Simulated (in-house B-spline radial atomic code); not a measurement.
Inner levels of bismuth as electrons are removed. A shift is the extra binding of the orbital against the neutral atom ([Xe] 4f14 5d10 6s2 6p1/2(2) 6p3/2(1)). The density at the nucleus is averaged over the nuclear charge. Computed with an all-electron radial atomic-structure program (B-spline basis): Dirac-Hartree-Fock, jj configuration that fills j = l - 1/2 first, finite nuclei.

A number in brackets counts the electrons of a j subshell.

```json
{"ion": "Bi59+", "configuration": "[Ar] 3d3/2(4) 3d5/2(2)", "shift of 2s1/2 (eV)": "3879.05", "shift of 3p3/2 (eV)": "3487.67", "shift of 3p1/2 (eV)": "3563.93", "radius of 2s1/2 (bohr)": "0.065433", "radius of 3p3/2 (bohr)": "0.16925", "radius of 3p1/2 (bohr)": "0.15489", "Σ<r²> (bohr²)": "0.43838", "change of density at nucleus (bohr⁻³)": "-16172.1"}
{"ion": "Bi60+", "configuration": "[Ar] 3d3/2(4) 3d5/2(1)", "shift of 2s1/2 (eV)": "4068.92", "shift of 3p3/2 (eV)": "3626.11", "shift of 3p1/2 (eV)": "3714.41", "radius of 2s1/2 (bohr)": "0.065392", "radius of 3p3/2 (bohr)": "0.16842", "radius of 3p1/2 (bohr)": "0.15416", "Σ<r²> (bohr²)": "0.40827", "change of density at nucleus (bohr⁻³)": "-14904.2"}
{"ion": "Bi61+", "configuration": "[Ar] 3d3/2(4)", "shift of 2s1/2 (eV)": "4260.82", "shift of 3p3/2 (eV)": "3765.78", "shift of 3p1/2 (eV)": "3866.21", "radius of 2s1/2 (bohr)": "0.065349", "radius of 3p3/2 (bohr)": "0.1676", "radius of 3p1/2 (bohr)": "0.15343", "Σ<r²> (bohr²)": "0.37893", "change of density at nucleus (bohr⁻³)": "-13614.4"}
{"ion": "Bi62+", "configuration": "[Ar] 3d3/2(3)", "shift of 2s1/2 (eV)": "4460.33", "shift of 3p3/2 (eV)": "3913.01", "shift of 3p1/2 (eV)": "4010.8", "radius of 2s1/2 (bohr)": "0.0653", "radius of 3p3/2 (bohr)": "0.1667", "radius of 3p1/2 (bohr)": "0.15275", "Σ<r²> (bohr²)": "0.3515", "change of density at nucleus (bohr⁻³)": "-12196"}
{"ion": "Bi63+", "configuration": "[Ar] 3d3/2(2)", "shift of 2s1/2 (eV)": "4661.96", "shift of 3p3/2 (eV)": "4061.51", "shift of 3p1/2 (eV)": "4156.71", "radius of 2s1/2 (bohr)": "0.065249", "radius of 3p3/2 (bohr)": "0.16581", "radius of 3p1/2 (bohr)": "0.15206", "Σ<r²> (bohr²)": "0.32478", "change of density at nucleus (bohr⁻³)": "-10753.1"}
{"ion": "Bi64+", "configuration": "[Ar] 3d3/2(1)", "shift of 2s1/2 (eV)": "4865.7", "shift of 3p3/2 (eV)": "4211.31", "shift of 3p1/2 (eV)": "4303.92", "radius of 2s1/2 (bohr)": "0.065197", "radius of 3p3/2 (bohr)": "0.16492", "radius of 3p1/2 (bohr)": "0.15139", "Σ<r²> (bohr²)": "0.29874", "change of density at nucleus (bohr⁻³)": "-9285.81"}
```
